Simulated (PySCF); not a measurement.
A PySCF script (with the pyscf-properties extension) for the NMR shieldings of `BC1(B(F)F)CCCC1`, C5H10B2F2, on a GFN2-xTB geometry:

```python
import basis_set_exchange as bse
import numpy as np
from pyscf import gto, dft
from pyscf.prop import nmr

atoms = """
B    -1.474743    1.421395    0.410779
C    -0.680658    0.104444    0.060086
B    -1.861733   -0.935093   -0.128365
F    -2.471228   -1.130636   -1.282454
F    -2.344762   -1.676759    0.850299
C     0.180619    0.196115   -1.235716
C     1.610488    0.320090   -0.723909
C     1.627935   -0.630559    0.468138
C     0.311780   -0.332047    1.185129
H    -1.817927    2.146977   -0.437122
H    -1.740970    1.655914    1.523626
H     0.084442   -0.715051   -1.828900
H    -0.113237    1.035139   -1.861461
H     2.347460    0.059647   -1.482704
H     1.798358    1.340943   -0.386872
H     2.490573   -0.479383    1.115872
H     1.640619   -1.662259    0.112404
H     0.457415    0.483987    1.892373
H    -0.054234   -1.193615    1.741335
"""
names = dict.fromkeys(["B", "C", "F", "H"], "pcSseg-1")
basis = {el: gto.basis.parse(bse.get_basis(n, elements=[el], fmt="nwchem")) for el, n in names.items()}
mol = gto.M(atom=atoms, basis=basis, charge=0, verbose=0)
mf = dft.RKS(mol, xc="PBE0")
mf.grids.level = 2
mf.grids.alignment = dft.numint.BLKSIZE   # the property module wants whole blocks of grid points
mf.conv_tol = 1e-9
mf.kernel()

calc = nmr.RKS(mf)   # GIAO
C = mf.mo_coeff
Co = C[:, mf.mo_occ > 0]
resp = mf.gen_response(singlet=True, hermi=2)
def vind(x):   # induced exchange potential for any number of trial vectors
    d = np.einsum("pi,xij,qj->xpq", C, 2 * x.reshape(-1, C.shape[1], Co.shape[1]), Co, optimize=True)
    return np.einsum("xpq,pi,qj->xij", resp(d - d.transpose(0, 2, 1)), C, Co, optimize=True).ravel()
mo1, _ = nmr.rhf.solve_mo1(calc, with_cphf=vind)
sigma = calc.kernel(mo1)
for i, s in enumerate(sigma):   # ppm
    print("%2d %-2s %9.2f" % (i, mol.atom_pure_symbol(i), np.trace(s) / 3))
```

Problem. What are the results?

Solution. 
```
 0 B       5.79
 1 C     128.51
 2 B      72.59
 3 F     230.50
 4 F     231.32
 5 C     147.12
 6 C     153.65
 7 C     155.47
 8 C     151.97
 9 H      23.72
10 H      23.92
11 H      29.58
12 H      29.07
13 H      29.95
14 H      30.71
15 H      29.84
16 H      30.38
17 H      29.64
18 H      28.92
```

These numbers come from an equivalent density-fitted implementation of the same equations, which agrees with the script to about 0.01 ppm for H and up to a few tenths of a ppm for heavy atoms, so last digits may differ.

Size and cost of the density-fitted run: 203 basis functions, 100 s wall time on 1 thread of an Intel Xeon, shared host; peak memory 0.9 GiB.
